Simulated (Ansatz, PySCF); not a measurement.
This triplet is an excited state, 1.71 eV above the relaxed singlet at the level composite: frozen-core CCSD(T) with HF/cc-pVQZ and the correlation energy extrapolated as X^-3 from cc-pVTZ and cc-pVQZ, plus CCSDT(Q) minus CCSD(T) in cc-pVDZ // PBE0-D3(BJ)/def2-TZVP (Ansatz, a program for electronic structure).

# H₂GeS, SMILES `[SH][GeH]` (excited triplet; H–S–Ge–H torsion 94°) (charge 0, multiplicity 3)

Computed with PySCF with PBE0-D3(BJ)/def2-TZVP.

The highest occupied spin orbital is -5.51 eV and the dipole moment is 0.96 D. The total energy is -2475.9531 Ha. The cost comes out as very roughly 30 core-seconds.

```xyz
4

S     -1.1125     0.3225     0.6325
Ge     0.8819     0.5466    -0.2836
H     -1.7077    -0.3161    -0.3925
H      1.9383    -0.5529     0.0435
```
Charge 0, spin multiplicity 3.
